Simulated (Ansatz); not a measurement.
Ideal-gas functions of C₂H₃Cl₃Ge, SMILES `C=[CH][Ge]([Cl])([Cl])[Cl]` at 500 K and 1 bar, from an Ansatz frequency run at PBE0-D4/def2-TZVP.

Molar mass 206.02 g/mol, point group Cs (symmetry number 1), electronic degeneracy 1, moments of inertia 385.006, 446.102, 477.48 u Å². Harmonic wavenumbers (cm⁻¹, unscaled): 61, 121, 122, 147, 171, 172, 329, 408, 441, 446, 542, 619, 1010, 1013, 1022, 1274, 1434, 1675, 3145, 3181, 3234.

Use S(trans) = R[1.5 ln M + 2.5 ln T − 1.1517]; rotational temperatures θ = 24.2544 K / I; S(rot) = R[ln(√π/σ · √(T³/θAθBθC)) + 1.5]; for each mode x = 1.438777 ν̃/T, S = R[x/(eˣ − 1) − ln(1 − e⁻ˣ)] and H = RT x/(eˣ − 1); 1 cm⁻¹ = 0.0119627 kJ/mol; R = 8.31446 J/(mol·K).

Problem. By hand: the entropy, in J/(mol·K).

Solution. Translation 186.1. Rotation: θ = 0.063, 0.0544, 0.0508 K, giving 130.7. Vibration, mode by mode: 22.79, 17.13, 17.06, 15.53, 14.29, 14.25, 9.07, 7.44, 6.87, 6.79, 5.41, 4.53, 1.87, 1.85, 1.81, 1.02, 0.70, 0.39, 0.01, 0.01, 0.01, in all 148.8. Electronic 0.0. Sum 465.6 J/(mol·K).

Problem. By hand: H − E and G − E in kJ/mol, counted from the electronic energy.

Solution. Zero-point energy ½ × 20567 × 0.0119627 = 123.0; thermal vibration 35.5; translation, rotation and pV give 4 RT = 16.6. H − E = 175.1 kJ/mol, and G − E = 175.1 − 500 × 465.6/1000 = -57.7 kJ/mol.

Vibration gives 32 % of the entropy, 72.5 J/(mol·K) of it from the modes under 150 cm⁻¹: soft modes count most, and the harmonic formula is weakest for them. The sum counts one conformer and one mirror image; others add a mixing term.
